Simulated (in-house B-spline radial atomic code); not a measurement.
Configurations of the dysprosium ion Dy²⁺, with energies counted from [Xe] 4f10. All numbers are computed (scalar-relativistic (X2C) AM05, spin-polarised, spherical fractional occupations; Fermi nucleus of rms radius 5.2218 fm) with a radial B-spline atomic code at the basis-set limit, not measured. Shells without spins written out take the highest spin.

Occupations are held fixed; configurations that lie above the ionisation limit could autoionise.

```json
{"configuration": "[Xe] 4f(6 up, 4 down)", "E - E(ref) (eV)": "2.1743", "highest orbital": "4f down", "its <r> (bohr)": "0.8756"}
{"configuration": "[Xe] 4f9 6p1", "E - E(ref) (eV)": "8.4408", "highest orbital": "6p up", "its <r> (bohr)": "3.895"}
{"configuration": "[Xe] 4f9 6f1", "E - E(ref) (eV)": "18.357", "highest orbital": "6f up", "its <r> (bohr)": "9.726"}
{"configuration": "[Kr] 4d10 4f10 5s2 5p5 5d1", "E - E(ref) (eV)": "24.831", "highest orbital": "5d up", "its <r> (bohr)": "2.308"}
{"configuration": "[Kr] 4d10 4f(6 up, 4 down) 5s2 5p(2 up, 3 down) 5d(1 up, 0 down)", "E - E(ref) (eV)": "28.647", "highest orbital": "5d up", "its <r> (bohr)": "2.357"}
{"configuration": "[Kr] 4d9 4f11 5s2 5p6", "E - E(ref) (eV)": "149.18", "highest orbital": "4f down", "its <r> (bohr)": "0.8723"}
{"configuration": "[Kr] 4d9 4f10 5s2 5p6 5d1", "E - E(ref) (eV)": "153.67", "highest orbital": "5d up", "its <r> (bohr)": "2.282"}
{"configuration": "[Kr] 4d9 4f10 5s2 5p6 6s1", "E - E(ref) (eV)": "153.84", "highest orbital": "6s up", "its <r> (bohr)": "3.209"}
```

Problem. Order these further configurations by energy, lowest first.
A. [Xe] 4f9 5f1
B. [Kr] 4d10 4f(5 up, 5 down) 5s2 5p(3 up, 2 down) 6f(1 up, 0 down)
C. [Xe] 4f(5 up, 5 down)
D. [Xe] 4f9 6d1
E. [Xe] 4f(3 up, 6 down) 5f(1 up, 0 down)

Solution. C (2.8998 eV), D (13.926 eV), A (15.734 eV), E (18.885 eV), B (43.301 eV).

Problem. How far above the reference does [Kr] 4d10 4f10 5s2 5p5 5f1 lie?

Solution. 37.035 eV; its least bound orbital is 5f up with <r> = 5.689 bohr.

Problem. How far above the reference does [Kr] 4d(5 up, 4 down) 4f(5 up, 5 down) 5s2 5p6 6d(1 up, 0 down) lie?

Solution. 169.1 eV; its least bound orbital is 6d up with <r> = 5.579 bohr.

Problem. How far above the reference does [Kr] 4d9 4f10 5s2 5p6 6d1 lie?

Solution. 164.11 eV; its least bound orbital is 6d up with <r> = 5.558 bohr.
